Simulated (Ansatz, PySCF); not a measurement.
Ways to break one bond of [SiH3][SiH](Cl)Cl:

A. [SiH3][SiH](Cl)Cl -> [SiH3] (SiH3) + Cl[SiH]Cl
B. [SiH3][SiH](Cl)Cl → [SiH3][Si](Cl)Cl + H atom

Quantity: bond dissociation energy (enthalpy at 298 K, with B3LYP-D3(BJ) rigid-rotor harmonic-oscillator terms from PySCF), kJ/mol. Geometries: B3LYP-D3(BJ)/def2-TZVP minima from Ansatz (an electronic-structure program). Correlated levels leave the core frozen unless marked. UHF or UKS for open shells. Spin-orbit coupling is left out. No relativistic terms. CBS marks a two-point X^-3 extrapolation of the correlation energy; Hartree-Fock from the larger set. [CCSD(T)-MP2]/basis is that difference in the basis named.

Question: Rank them by bond dissociation energy at RI-MP2/CBS(aug-cc-pV(T+d)Z,aug-cc-pV(Q+d)Z)+[CCSD(T)-MP2]/aug-cc-pV(T+d)Z (Ansatz), lowest first.

Answer: A (323.8 kJ/mol), B (373.9 kJ/mol)
